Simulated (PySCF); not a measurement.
**Nuclear quadrupole coupling in `CCC[SiH2][SiH2]O[SiH3]`**

C3H14OSi3.
Numbering: `[CH3:1][CH2:2][CH2:3][SiH2:4][SiH2:5][O:6][SiH3:7]` (hydrogens: H8, H9, H10 on C1; H11, H12 on C2; H13, H14 on C3; H15, H16 on Si4; H17, H18 on Si5; H19, H20, H21 on Si7)

Structure used (PBE0-D3(BJ)/def2-SVP), in Å, numbered top down from 1:
```
atom  x, y, z in Å
C1    -3.6199   -0.0653   -0.6436
C2    -2.1514   -0.3335   -0.3512
C3    -1.5935    0.5304    0.7799
Si4    0.2266    0.2033    1.1849
Si5    1.5805    0.5807   -0.7006
O6     3.1923    0.4067   -0.3108
Si7    4.2667   -0.5809    0.4727
H8    -3.9906   -0.6933   -1.4683
H9    -4.2448   -0.2702    0.2405
H10   -3.7831    0.9875   -0.9250
H11   -2.0148   -1.4003   -0.1009
H12   -1.5608   -0.1707   -1.2705
H13   -2.1822    0.3791    1.7022
H14   -1.6978    1.6015    0.5299
H15    0.6877    1.0986    2.2941
H16    0.4118   -1.2157    1.6348
H17    1.3807    1.9685   -1.2192
H18    1.2296   -0.3693   -1.8057
H19    3.8300   -0.8013    1.8861
H20    4.3552   -1.9071   -0.2114
H21    5.6048    0.0732    0.4615
```

Field gradients from the PBE0/pcSseg-1 density (PySCF, non-relativistic), principal values in atomic units, ordered |Vxx| ≤ |Vyy| ≤ |Vzz|:

```
atom      Vxx      Vyy     Vzz
  O6  -0.4448  -0.7236  1.1684
```

Task: Find the asymmetry η = (Vxx − Vyy)/Vzz and the couplings χ = eQV/h (234.96 MHz × Q in barn × V in au), with Q(17O) = −0.0256 b.

Result: 
| atom | environment | nucleus | η | χzz (MHz) | χxx (MHz) | χyy (MHz) |
| --- | --- | --- | --- | --- | --- | --- |
| O6 | siloxane oxygen | 17O | 0.24 | -7.03 | 2.68 | 4.35 |

Task: What is Vzz at O6 in SI units (1 au = 9.71736 × 10²¹ V/m²)?

Result: 1.1684 au = 11.354 × 10²¹ V/m².

Task: What couplings would deuterons (Q(2H) = 0.00286 b) have in place of the hydrogens, at this geometry?

Result: 
| atom | bonded to | bond length (Å) | Vzz (au) | η | χzz (kHz) |
| --- | --- | --- | --- | --- | --- |
| H8 | C1 | 1.101 | 0.2925 | 0.02 | 197 |
| H9 | C1 | 1.102 | 0.2901 | 0.03 | 195 |
| H10 | C1 | 1.102 | 0.2899 | 0.03 | 195 |
| H11 | C2 | 1.104 | 0.2819 | 0.03 | 189 |
| H12 | C2 | 1.105 | 0.2818 | 0.04 | 189 |
| H13 | C3 | 1.105 | 0.2884 | 0.03 | 194 |
| H14 | C3 | 1.105 | 0.2873 | 0.03 | 193 |
| H15 | Si4 | 1.498 | 0.1403 | 0.02 | 94 |
| H16 | Si4 | 1.500 | 0.1393 | 0.02 | 94 |
| H17 | Si5 | 1.495 | 0.1378 | 0.04 | 93 |
| H18 | Si5 | 1.499 | 0.1354 | 0.05 | 91 |
| H19 | Si7 | 1.496 | 0.1355 | 0.05 | 91 |
| H20 | Si7 | 1.495 | 0.1363 | 0.04 | 92 |
| H21 | Si7 | 1.489 | 0.1397 | 0.03 | 94 |

One conformer (not necessarily the lowest) at the PBE0-D3(BJ)/def2-SVP geometry, without solvent, vibrations or thermal averaging. With a basis this small, the couplings can be 20 % off.

These values come from a run that also computed NMR shieldings. Time: 2.5 min wall, 2.3 min CPU (with the writing of density and orbital grids); peak memory 1.0 GiB. Hardware: an Intel Xeon at 2.50 GHz with one thread (shared host).
